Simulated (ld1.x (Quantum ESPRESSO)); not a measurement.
**Before and after: TM potential for tin**

```
Element                 : tin
Generator               : ld1.x (Quantum ESPRESSO) 7.5
Type                    : norm-conserving Troullier–Martins (Kleinman–Bylander form)
Functional              : PBE
Relativity              : fully relativistic
Frozen core             : [Kr]
Valence charge          : 14
Reference configuration : 4d10 5s2 5p2
Partial waves           : 5p (bound): rc 2.05 bohr; 4d (bound): rc 1.40 bohr; 5s (bound): rc 1.90 bohr
Local potential         : the s channel
Core correction         : a·sin(br)/r model core, default radius (core density twice the valence density)
```

Open shells are filled in proportion to 2j + 1 (rel_dist='average').

Change: functional LDA (PZ).

Cutoffs: the cutoffs (Ry, on a coarse ladder) from which the occupation-weighted sum of valence levels, in a spherical-Bessel basis at the reference potential, stays within 10 and 1 mRy of its value at 400 Ry; they do not see the model core or the augmentation charge, which bear on the density cutoff. Errors are all-electron minus pseudo energies relative to the spin-unpolarised reference configuration.

Problem. Predict the effect on cutoff, ghosts and configuration errors.

Solution. The potential gets neither clearly harder nor softer (90 Ry and 140 Ry → 90 Ry and 140 Ry); the d channel sets the loose cutoff, while the largest relative change is in p, which becomes harder; of the 7 tests that both files solve, the error grows in 1 and shrinks in 4 by more than 15 % and 0.3 meV (median size 1.7 → 1.0 meV); neither file shows a bound ghost.

| quantity | base | changed |
| --- | --- | --- |
| cutoff, loose | 90 Ry | 90 Ry |
| cutoff, tight | 140 Ry | 140 Ry |
| loose cutoff by channel (10 mRy a level) | p 6 Ry, d 80 Ry, s 10 Ry | p 8 Ry, d 80 Ry, s 10 Ry |
| bound ghosts | none | none |
| error for 4d10 5s2 5p1, meV [ΔE 6.89 → 7.11 eV] | +0.4 | +0.6 |
| error for 4d10 5s2 5p0, meV [ΔE 20.86 → 21.39 eV] | -2.1 | -1.0 |
| error for 4d10 5s1 5p0, meV [ΔE 51.83 → 52.84 eV] | -17 | -12 |
| error for 4d10 5s2 5p2.3, meV [ΔE -0.85 → -0.90 eV] | -0.1 | +0.1 |
| error for 4d10 5s1 5p3, meV [ΔE 6.96 → 7.05 eV] | -1.7 | -0.9 |
| error for 4d10 5s0 5p0, meV [ΔE 92.95 → 94.40 eV] | -75 | -62 |
| error for 4d10 5s1 5p2, meV [ΔE 14.52 → 14.83 eV] | +0.4 | +1.3 |
| s: phases at 2.24 bohr within 0.05 rad from the reference energy up to (Ry; the scan ends near 5) | 3.6 | 3.5 |
| p1/2: phases at 2.24 bohr within 0.05 rad from the reference energy up to (Ry; the scan ends near 5) | to the end of the scan | to the end of the scan |
| p3/2: phases at 2.24 bohr within 0.05 rad from the reference energy up to (Ry; the scan ends near 5) | 4.9 | 4.9 |
| d3/2: phases at 2.24 bohr within 0.05 rad from the reference energy up to (Ry; the scan ends near 5) | 0.4 | 0.3 |
| d5/2: phases at 2.24 bohr within 0.05 rad from the reference energy up to (Ry; the scan ends near 5) | 0.4 | 0.4 |
